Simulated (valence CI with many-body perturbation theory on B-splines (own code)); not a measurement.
The numbers below are computed, except where a source is named.
# P⁹⁺: what the settings do

Level of theory: relativistic CI+MBPT: four valence electrons over a frozen Dirac-Fock core [He], radial functions for each j: 6 s, 6 p, 5 d, 3 f, 1 g, with the one-electron correlation potential Σ1, the two-electron term Σ2, the three-electron term Σ3, Breit, model QED; selected CI, second order for the rest, scaled by the run's own slope (own B-spline code, finite nucleus).

No measured levels were compared; by estimate levels of excited configurations hold to 0.05 to 0.15 % of their energy, terms of the ground configuration to about 0.5 %.

The reference run has the lowest level 2s²2p² ³P_0 and an ionisation energy of 424.536 eV. Its largest variational space holds 11014 state functions.

Reference levels: 2s²2p² ³P_1 3674, 2s²2p² ³P_2 9023, 2s²2p² ¹D_2 60024, 2s²2p² ¹S_0 120501, 2s2p³ ⁵S°_2 167211, 2s2p³ ³D°_2 323332, 2s2p³ ³D°_3 323387, 2s2p³ ³D°_1 323538, 2s2p³ ³P°_1 380266, 2s2p³ ³P°_0 380286, 2s2p³ ³P°_2 380496, 2s2p³ ¹D°_2 485395 cm⁻¹.

(1) Rank these changes by the mean size of the shift of these levels, smallest first.
A. highest l with Σ1, explicit Σ2 and valence Breit (higher l get mean screening factors) 3 → 0
B. orbitals per symmetry with explicit Σ2 and valence Breit (the others get mean screening factors) 5 → 7
C. natural orbitals for correlation on → off

Results:

(1) B (2.3 cm⁻¹), A (1000 cm⁻¹), C (2400 cm⁻¹).
